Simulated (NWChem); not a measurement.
# Ionisation of sulfur hexafluoride (F₆S)

SMILES: FS(F)(F)(F)(F)F
```xyz
7

F      0.0000     0.0000     1.5930
S      0.0000     0.0000     0.0000
F      1.5930     0.0000     0.0000
F      0.0000     1.5930     0.0000
F     -1.5930     0.0000     0.0000
F      0.0000    -1.5930     0.0000
F      0.0000     0.0000    -1.5930
```
Charge 0, spin multiplicity 1.

Everything below was run with NWChem. The geometry was optimised at B3LYP/def2-SVP, a minimum by its harmonic frequencies.

Basis set: def2-SVP. −ε marks an orbital energy of the parent.

B3LYP has NWChem's definition, with VWN1-RPA local correlation.

**Question.** One of these methods gave a first vertical ionisation energy of 15.22 eV. Which?
(A) G0W0@PBE
(B) G0W0@BHandHLYP
(C) −ε(HOMO) of B3LYP
(D) evGW0@PBE0

**Answer.** D, evGW0@PBE0. The others give 11.91 (−ε(HOMO) of B3LYP), 14.15 (G0W0@PBE), 15.49 (G0W0@BHandHLYP).
